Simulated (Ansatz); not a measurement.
`[OH][Al]([OH])[OH]` → Al• + 3 H• + 3 O•  (atomization)

Isolated molecules relaxed with PBE0-D4/def2-TZVP in Ansatz; ΔE leaves out vibrations. CBS: MP2 limit from def2 TZ/QZ plus the TZ coupled-cluster correction, frozen cores. This one scheme is used for every species, atoms too. DFT in def2-TZVPP. Open shells (•) are unrestricted, without spin–orbit coupling. Spin–orbit coupling would lower the free atoms: a little for Al, O. One conformer a species, not always the lowest.

**Question.** What is ΔE at CCSD(T)/CBS? (Estimate.)

**Answer.** Ansatz gave: +2814.1 kJ/mol.

**Question.** What do these levels give: PBE-D4, revPBE-D4, BHLYP-D4, PBE, BLYP, BHLYP, CCSD(T)/def2-SVP, HF/def2-QZVPP, MP2/def2-QZVPP, SCS-MP2/def2-QZVPP, HF/CBS(def2), CCSD/CBS(def2)? (Estimate.)

**Answer.** Ansatz gave: PBE-D4 2811.4, revPBE-D4 2722.0, BHLYP-D4 2639.6, PBE 2801.6, BLYP 2759.8, BHLYP 2627.3, CCSD(T)/def2-SVP 2563.7, HF/def2-QZVPP 1937.1, MP2/def2-QZVPP 2883.3, SCS-MP2/def2-QZVPP 2847.3, HF/CBS(def2) 1938.3, CCSD/CBS(def2) 2768.0 kJ/mol.

Largest T1 diagnostic among the species: 0.018.

The D4 term adds +15.9 kJ/mol with B3LYP and +8.2 kJ/mol with PBE0; it sums over pairs of atoms, weighted by their polarisabilities, and B3LYP, whose exchange is more repulsive, gets the larger term. From r2SCAN to r2SCAN0 (25 % exact exchange), in def2-TZVPP and without D4, ΔE moves by −80.6 kJ/mol: exact exchange takes away binding that semilocal exchange gives to molecules.

B3LYP here is the variant with VWN-RPA as its local correlation; programs differ in this.

For atomizations the MP2-based limit and the directly extrapolated one differ by several kJ/mol either way, and by 10 to 25 for some Ge, Se and Sn compounds, so smaller differences from it don't rank the levels.
